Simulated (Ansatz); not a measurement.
Steps of a relaxation of H6O2Si2Zn, SMILES `[SiH3][O][Zn][O][SiH3]` with RKS PBE0-D4/def2-TZVP.

```sh
$ ansatz run in.yaml --threads 2 --pin off --events-out ev --progress --plain --max-ram 32768MiB --backend cuda --devices 0, --max-vram 18GiB
```

```yaml
crystal:
  periodic: [false, false, false]
  atoms:
    - {symbol: Si, position_ang: [-0.973190, -1.865250, 2.513650]}
    - {symbol: O, position_ang: [-0.308150, -1.104490, 1.254180]}
    - {symbol: Zn, position_ang: [0.078100, -0.045510, -0.003270]}
    - {symbol: O, position_ang: [0.685710, 0.863370, -1.289880]}
    - {symbol: Si, position_ang: [0.931530, 1.891350, -2.510490]}
    - {symbol: H, position_ang: [-0.734200, -1.046430, 3.706260]}
    - {symbol: H, position_ang: [-0.280450, -3.154110, 2.564330]}
    - {symbol: H, position_ang: [-2.410270, -2.013120, 2.259540]}
    - {symbol: H, position_ang: [0.563260, 3.237500, -2.059960]}
    - {symbol: H, position_ang: [2.360910, 1.773530, -2.804490]}
    - {symbol: H, position_ang: [0.086740, 1.463160, -3.629880]}
basis:
  gaussian: {orbitals: def2-TZVP}
hamiltonian: {xc: pbe0, dispersion: d4}
relax: {f_tol: 0.005, max_steps: 150}
```

Positions (Å) and forces (eV/Å) along the path, 13 of 30 steps:

```xyz
11
step=1 energy=-68354.1359 eV
Si   -0.973   -1.865    2.514    0.406    0.424   -0.743
O    -0.308   -1.104    1.254   -0.323   -0.638    0.824
Zn    0.078   -0.046   -0.003   -0.020    0.007    0.004
O     0.686    0.863   -1.290    0.329    0.648   -0.829
Si    0.932    1.891   -2.510   -0.125   -0.615    0.719
H    -0.734   -1.046    3.706   -0.056    0.022    0.529
H    -0.280   -3.154    2.564   -0.018   -0.505    0.361
H    -2.410   -2.013    2.260   -0.447   -0.192    0.165
H     0.563    3.237   -2.060   -0.021    0.507   -0.119
H     2.361    1.774   -2.804    0.398    0.247   -0.404
H     0.087    1.463   -3.630   -0.124    0.095   -0.509
11
step=2 energy=-68354.3230 eV
Si   -0.979   -1.883    2.533    0.171    0.050   -0.201
O    -0.303   -1.128    1.270   -0.293   -0.459    0.641
Zn    0.102   -0.062   -0.007    0.034   -0.028   -0.004
O     0.706    0.870   -1.308    0.205    0.525   -0.632
Si    0.942    1.906   -2.530    0.045   -0.198    0.180
H    -0.770   -1.108    3.782   -0.003    0.038    0.089
H    -0.342   -3.217    2.679   -0.024   -0.060    0.064
H    -2.439   -2.066    2.333   -0.099   -0.012   -0.005
H     0.589    3.293   -2.134   -0.026    0.096    0.017
H     2.376    1.865   -2.913    0.039    0.051   -0.064
H     0.118    1.529   -3.705   -0.049   -0.003   -0.082
11
step=5 energy=-68354.3715 eV
Si   -0.998   -1.880    2.498   -0.021    0.003    0.036
O    -0.252   -1.321    1.176    0.017   -0.010   -0.053
Zn    0.264   -0.164   -0.021    0.009   -0.004    0.000
O     0.913    0.913   -1.227    0.020   -0.014    0.047
Si    0.935    1.919   -2.493   -0.015    0.017   -0.031
H    -0.760   -0.995    3.674    0.004    0.001   -0.010
H    -0.479   -3.238    2.819   -0.009    0.014    0.000
H    -2.470   -1.973    2.287    0.009    0.003   -0.008
H     0.500    3.289   -2.096    0.001   -0.010    0.006
H     2.318    2.002   -3.036   -0.016    0.003    0.003
H     0.029    1.449   -3.581    0.001   -0.005    0.010
11
step=6 energy=-68354.3782 eV
Si   -0.999   -1.864    2.474   -0.017   -0.012    0.021
O    -0.229   -1.374    1.137    0.020   -0.033   -0.014
Zn    0.319   -0.198   -0.025   -0.026    0.015    0.004
O     0.974    0.913   -1.195    0.038   -0.005    0.011
Si    0.922    1.911   -2.468    0.003    0.028   -0.025
H    -0.746   -0.955    3.627    0.009    0.029   -0.009
H    -0.520   -3.222    2.839    0.001   -0.032    0.014
H    -2.470   -1.923    2.251   -0.019    0.007   -0.004
H     0.459    3.267   -2.061   -0.011    0.013    0.006
H     2.285    2.031   -3.049    0.024    0.012   -0.015
H     0.004    1.414   -3.531   -0.022   -0.023    0.012
11
step=11 energy=-68354.3944 eV
Si   -0.995   -1.803    2.363    0.007   -0.017   -0.004
O    -0.135   -1.554    1.005   -0.015   -0.003    0.026
Zn    0.487   -0.294   -0.037    0.001   -0.007    0.005
O     1.214    0.901   -1.088   -0.012    0.030   -0.043
Si    0.885    1.869   -2.354    0.024   -0.001    0.008
H    -0.673   -0.790    3.410    0.002    0.002   -0.004
H    -0.681   -3.154    2.898   -0.001    0.010   -0.005
H    -2.459   -1.726    2.095    0.005    0.004   -0.007
H     0.302    3.164   -1.903    0.001   -0.008    0.007
H     2.144    2.149   -3.096   -0.014   -0.006    0.010
H    -0.088    1.237   -3.293    0.004   -0.004    0.006
11
step=14 energy=-68354.3941 eV rejected
Si   -0.989   -1.778    2.373    0.038   -0.005   -0.087
O     0.000   -1.559    1.095   -0.088    0.019    0.096
Zn    0.561   -0.350   -0.044   -0.005    0.009   -0.009
O     1.240    0.786   -1.194   -0.051    0.047   -0.056
Si    0.863    1.857   -2.362    0.009   -0.018    0.056
H    -0.711   -0.791    3.458   -0.007   -0.007   -0.036
H    -0.781   -3.147    2.921   -0.001    0.042   -0.036
H    -2.426   -1.635    1.983    0.087    0.001    0.011
H     0.247    3.093   -1.790    0.027   -0.074   -0.016
H     2.101    2.241   -3.094   -0.023   -0.019    0.037
H    -0.103    1.282   -3.346    0.014    0.004    0.039
11
step=16 energy=-68354.3949 eV rejected
Si   -0.988   -1.774    2.370    0.027    0.010   -0.080
O     0.012   -1.559    1.101   -0.059    0.029    0.055
Zn    0.569   -0.355   -0.045   -0.001    0.008   -0.008
O     1.246    0.775   -1.203   -0.046    0.022   -0.023
Si    0.860    1.854   -2.359   -0.002   -0.023    0.063
H    -0.715   -0.785    3.454   -0.008   -0.005   -0.021
H    -0.788   -3.142    2.920   -0.005    0.026   -0.025
H    -2.420   -1.624    1.967    0.074   -0.005    0.016
H     0.241    3.082   -1.772    0.027   -0.062   -0.023
H     2.094    2.247   -3.092   -0.013   -0.007    0.024
H    -0.109    1.282   -3.340    0.006    0.008    0.022
11
step=18 energy=-68354.3958 eV
Si   -0.987   -1.770    2.365    0.010   -0.003   -0.057
O     0.010   -1.562    1.094   -0.029    0.020    0.031
Zn    0.571   -0.355   -0.046    0.000    0.003   -0.003
O     1.251    0.778   -1.196   -0.024    0.006   -0.015
Si    0.858    1.850   -2.354    0.002   -0.005    0.049
H    -0.710   -0.777    3.443   -0.005   -0.008   -0.009
H    -0.791   -3.138    2.914    0.002    0.019   -0.007
H    -2.417   -1.618    1.963    0.038    0.002    0.011
H     0.237    3.075   -1.768    0.011   -0.032   -0.014
H     2.090    2.247   -3.087   -0.013   -0.009    0.007
H    -0.113    1.271   -3.328    0.009    0.006    0.007
11
step=21 energy=-68354.3964 eV
Si   -0.982   -1.754    2.358    0.016    0.002   -0.017
O     0.060   -1.558    1.124   -0.015    0.006    0.015
Zn    0.601   -0.376   -0.049   -0.001   -0.003    0.002
O     1.264    0.731   -1.231   -0.005    0.014   -0.017
Si    0.846    1.839   -2.347    0.005   -0.017    0.017
H    -0.729   -0.767    3.447    0.000    0.000   -0.001
H    -0.823   -3.125    2.910    0.000   -0.003    0.001
H    -2.393   -1.579    1.910    0.000    0.000   -0.001
H     0.219    3.035   -1.715   -0.001   -0.001    0.001
H     2.065    2.272   -3.079    0.001    0.000    0.000
H    -0.129    1.283   -3.329    0.000    0.000    0.001
11
step=25 energy=-68354.3965 eV
Si   -0.978   -1.740    2.355    0.001   -0.005   -0.002
O     0.100   -1.548    1.152   -0.002    0.008   -0.002
Zn    0.625   -0.391   -0.052    0.003   -0.002   -0.001
O     1.274    0.688   -1.269   -0.002   -0.004    0.003
Si    0.838    1.828   -2.343    0.000    0.002    0.002
H    -0.747   -0.759    3.454   -0.001   -0.001    0.000
H    -0.847   -3.114    2.906    0.001    0.000    0.002
H    -2.375   -1.553    1.868    0.000    0.001    0.001
H     0.206    2.998   -1.667    0.000    0.000    0.000
H     2.047    2.295   -3.070   -0.001   -0.001   -0.001
H    -0.142    1.296   -3.333    0.002    0.001   -0.001
11
step=26 energy=-68354.3965 eV
Si   -0.978   -1.739    2.355    0.006    0.000   -0.004
O     0.105   -1.543    1.158   -0.004    0.005    0.001
Zn    0.628   -0.393   -0.054    0.002   -0.002    0.000
O     1.274    0.680   -1.277   -0.003    0.001   -0.001
Si    0.837    1.827   -2.343    0.004   -0.005    0.004
H    -0.753   -0.759    3.456   -0.001   -0.001    0.000
H    -0.847   -3.113    2.906   -0.002    0.001    0.000
H    -2.373   -1.552    1.863    0.000   -0.002    0.002
H     0.206    2.993   -1.659    0.000   -0.001   -0.003
H     2.045    2.297   -3.070   -0.002    0.001    0.000
H    -0.144    1.301   -3.336    0.000    0.003    0.001
11
step=29 energy=-68354.3966 eV
Si   -0.978   -1.738    2.358    0.003   -0.001   -0.001
O     0.108   -1.532    1.166   -0.002    0.001    0.001
Zn    0.628   -0.394   -0.058    0.001   -0.001    0.000
O     1.272    0.665   -1.294   -0.004    0.005   -0.003
Si    0.838    1.826   -2.346    0.001   -0.006    0.003
H    -0.766   -0.757    3.462   -0.001    0.001   -0.001
H    -0.840   -3.111    2.909    0.000   -0.001    0.000
H    -2.373   -1.561    1.861    0.001    0.001    0.000
H     0.212    2.987   -1.647    0.001    0.000    0.000
H     2.046    2.300   -3.069    0.001    0.001    0.000
H    -0.147    1.316   -3.342    0.000    0.000    0.000
11
step=30 energy=-68354.3966 eV
Si   -0.979   -1.739    2.360   -0.004    0.004    0.001
O     0.106   -1.531    1.166    0.002   -0.001   -0.002
Zn    0.625   -0.394   -0.059    0.001    0.000    0.000
O     1.270    0.664   -1.295   -0.003   -0.001    0.001
Si    0.839    1.827   -2.347    0.000    0.000   -0.001
H    -0.768   -0.756    3.461    0.003   -0.001    0.002
H    -0.835   -3.112    2.911    0.000    0.000    0.000
H    -2.375   -1.566    1.864    0.000   -0.002   -0.002
H     0.216    2.988   -1.648   -0.001    0.001    0.002
H     2.048    2.299   -3.069    0.002    0.000   -0.001
H    -0.147    1.320   -3.344    0.000   -0.001    0.000
```

Run time 61 s (2 threads of an AMD EPYC 7R13 on a shared host and a share of an NVIDIA H100 80 GB); peak host memory 0.9 GiB.
